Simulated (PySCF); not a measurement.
UHF on Pd⁺ (palladium, charge +1)

Configuration: [Kr] 4d9, 2D determinant. All numbers are calculated (PySCF 2.14, scalar relativity through the core potential, in aug-cc-pwCVTZ-PP with ECP28MDF (8s8p7d4f3g, 122 functions)).

```json
{
  "Total energy": "-126.380179 hartree",
  "One-electron energy": "-220.2537 hartree",
  "Hartree (Coulomb) energy": "105.7008 hartree",
  "Exchange energy": "-11.8272 hartree",
  "⟨S²⟩": "0.7571",
  "⟨L²⟩": "6.046",
  "Sum of ⟨r⟩": "21.40 bohr",
  "Sum of ⟨r²⟩": "32.42 bohr²",
  "Traceless quadrupole moment −½Σ⟨3z² − r²⟩ along its main axis": "-0.635 e·bohr²"
}
```

| shell | electrons | mean orbital energy (eV) | spread (eV) | rms radius, mean of both spins (bohr) |
| --- | --- | --- | --- | --- |
| 4s α | 1 | -117.79 | 0 | 1.02 |
| 4s β | 1 | -115.80 | 0 | 1.02 |
| 4p α | 3 | -78.776 | 1.625 | 1.13 |
| 4p β | 3 | -76.313 | 1.269 | 1.13 |
| 4d α | 5 | -21.111 | 1.990 | 1.59 |
| 4d β | 4 | -20.034 | 1.462 | 1.59 |

Energies and moments cover only the electrons outside the core potential.
